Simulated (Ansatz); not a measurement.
Al₃Ga₂⁺. Total charge 1; singlet. Geometry relaxed at r2SCAN-D4/def2-SVP.

| atom | x (Å) | y (Å) | z (Å) |
| --- | --- | --- | --- |
| Al1 | 0.4109 | 2.5279 | -0.4092 |
| Al2 | 0.6649 | 0.2429 | -1.5161 |
| Al3 | -0.8332 | -1.5350 | 1.6328 |
| Ga4 | 0.1476 | -1.9730 | -0.7001 |
| Ga5 | -0.3902 | 0.7371 | 0.9926 |

The restricted singlet is unstable towards broken spin symmetry at other levels; at r2SCAN-D4/def2-SVP this wasn't settled. The geometry of the singlet was relaxed on an unsound state (restricted singlet, unstable towards broken spin symmetry at other levels and untested here). At PBE0-D4/def2-TZVP a triplet of charge 1 lies 0.09 eV below the restricted singlet, each at its own geometry. The structure comes from a short search, and lower isomers may exist.

**Question.** Estimate the harmonic wavenumbers at RKS r2SCAN-D4/def2-SVP (Ansatz, unscaled). Is this a minimum?

**Answer.** 32, 42, 78, 123, 229, 256, 276, 337, 374 cm⁻¹. Yes, no mode is imaginary beyond noise. Zero-point energy 10.4 kJ/mol. Hardware: 4 threads of Arm Neoverse V2 on a shared host. Wall time 66 s.
